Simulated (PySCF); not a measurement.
A structure optimised at PBE-D3(BJ)/def2-SVP, used in a PySCF frequency run:

```xyz
10

W     -0.1425     0.0287     0.0000
N     -0.8816     1.6353     0.0000
H     -0.7758     2.6565     0.0000
S      2.0311     0.0043     0.0000
N     -0.7936    -0.8482    -1.6258
H     -0.3582    -1.6792    -2.0377
H     -1.5900    -0.5309    -2.1843
N     -0.7936    -0.8482     1.6258
H     -1.5900    -0.5309     2.1843
H     -0.3582    -1.6792     2.0377
```

Problem. Write its SMILES, formula and point group.

Solution. [NH]=[W]([NH2])([NH2])=[S], H5N3SW, Cs

Problem. What are its rotational constants (standard atomic weights)?

Solution. 3.0981, 2.0920, 1.9250 GHz
